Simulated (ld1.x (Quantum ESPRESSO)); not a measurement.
## Transferability test, TM potential for mercury (Hg)

```json
{
 "Element": "Hg",
 "Generator": "ld1.x (Quantum ESPRESSO) 7.5",
 "Type": "norm-conserving Troullier–Martins (Kleinman–Bylander form)",
 "Functional": "PBEsol",
 "Relativity": "scalar-relativistic",
 "Frozen core": "[Kr] 4d10 4f14",
 "Valence charge": "20",
 "Reference configuration": "5s2 5p6 5d10 6s1 6p0 (charge +1)",
 "Partial waves": "5s (bound): rc 0.95 bohr; 5d (bound): rc 1.80 bohr; 5p (bound): rc 1.05 bohr",
 "Local potential": "the p channel",
 "Core correction": "none"
}
```

Occupied shells without a wave of their own: 6s. They enter only through the test configuration that unscreens the potential.

Energies are relative to the spin-unpolarised reference configuration 5s2 5p6 5d10 6s1 6p0; without spin polarisation the order of configurations can differ from experiment.

```csv
valence configuration,charge,ΔE all-electron (eV),error AE − PS (meV)
5s2 5p6 5d10 6s2 6p0,0,-10.740,+314
5s2 5p6 5d10 6s0 6p0,+2,19.004,-459
5s2 5p6 5d10 6s1 6p1,0,-4.612,+29
5s2 5p6 5d10 6s0 6p1,+1,7.509,-359
5s2 5p6 5d8 6s0 6p0,+4,104.342,-778
```

What are ΔE and the potential's error for 5s2 5p6 5d9 6s2 6p1?

ΔE = -0.326 eV all-electron; the error (AE − PS) is +431 meV.

What are ΔE and the potential's error for 5s2 5p6 5d9 6s0 6p0?

ΔE = 54.558 eV all-electron; the error (AE − PS) is -607 meV.

Levels in the configuration 5s2 5p6 5d10 6s0 6p1:

```csv
level,all-electron (eV),pseudo (eV)
5s,-129.228,-129.364
5p,-77.550,-77.669
5d,-20.641,-20.729
6p,-8.372,-8.447
```

ld1.x printed “convergence not achieved” for 7 of the counted tests; their residual had stalled under 1e-8, short of the target of 1e-14. The 6s level has no wave, so the channel is fitted at the deeper level alone: the likely source of the large errors.

The potential misses its own reference levels by up to 0.4 eV.
